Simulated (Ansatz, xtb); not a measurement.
## AlBSe2: which of two structures lies lower

Structure X: a singlet given by its coordinates. Structure Y: a singlet given by its coordinates. Both are isolated molecules in the gas phase, relaxed with PBE0-D3(BJ)/pcseg-1.

X (Å):

```
atom   x (Å)   y (Å)    z (Å)
  Al  0.0000  0.0000  -0.9367
   B  0.0000  0.0000   1.1326
  Se  0.0000  0.0000   2.8676
  Se  0.0000  0.0000  -3.0635
```

Close contacts (Å): Al1–B2 2.07, Al1–Se4 2.13, B2–Se3 1.74.

Y (Å):

```xyz
4

Al   -1.5846    1.1079   -0.9816
B     0.6379    0.2192   -0.1676
Se    0.4456   -0.5849   -1.7728
Se    0.1212    1.3069    1.1780
```

Close contacts (Å): Al1–B2 2.53, Al1–Se3 2.76, Al1–Se4 2.76, B2–Se3 1.81, B2–Se4 1.81.

Quicker runs give these differences E(Y) − E(X): GFN2-xTB +22.4 kcal/mol; HF/STO-3G −35.3 kcal/mol (at GFN2-xTB geometries); r2SCAN-D4/def2-SVP −18.3 kcal/mol (at GFN2-xTB geometries).

Task: Estimate which is lower in electronic energy at CCSD(T)/def2-TZVP, and by roughly how much.

Result: The CCSD(T)/def2-TZVP calculation puts structure Y lower, by 20.2 kcal/mol.

Level by level:

```csv
level,geometry,E(Y) − E(X) (kcal/mol),departure from the last row (kcal/mol),"job, with rough time for the two"
GFN2-xTB,GFN2-xTB,+22.4,+42.6,"optimisation, 0.22 s"
HF/STO-3G,GFN2-xTB,−35.3,−15.1,"single point, 0.97 s"
r2SCAN-D4/def2-SVP,GFN2-xTB,−18.3,+1.9,"single point, 6.2 s"
PBE0-D3(BJ)/pcseg-1,PBE0-D3(BJ)/pcseg-1,−20.8,−0.6,"optimisation, 34 s"
HF/def2-TZVP,PBE0-D3(BJ)/pcseg-1,−15.9,+4.3,part of the CCSD(T) run
MP2/def2-TZVP,PBE0-D3(BJ)/pcseg-1,−22.0,−1.7,part of the CCSD(T) run
CCSD(T)/def2-TZVP,PBE0-D3(BJ)/pcseg-1,−20.2,,"single point, 2.2 min"
```

GFN2-xTB puts the two in the other order. The largest departure from CCSD(T)/def2-TZVP is that of GFN2-xTB, 42.6 kcal/mol.

With harmonic frequencies from PBE0-D3(BJ)/pcseg-1 (ideal gas, rigid rotor, one conformer each, 298.15 K, 1 atm): the zero-point term adds −0.2 kcal/mol; ΔH is −20.6 and ΔG −20.9 kcal/mol.

The correlated steps freeze 24 core orbitals; the filled d shell of Se is correlated, in a basis made for valence electrons. Programs: Ansatz 0.2.0, xtb 6.7.1; the last row on 2 threads of Arm Neoverse N1 on a shared host.
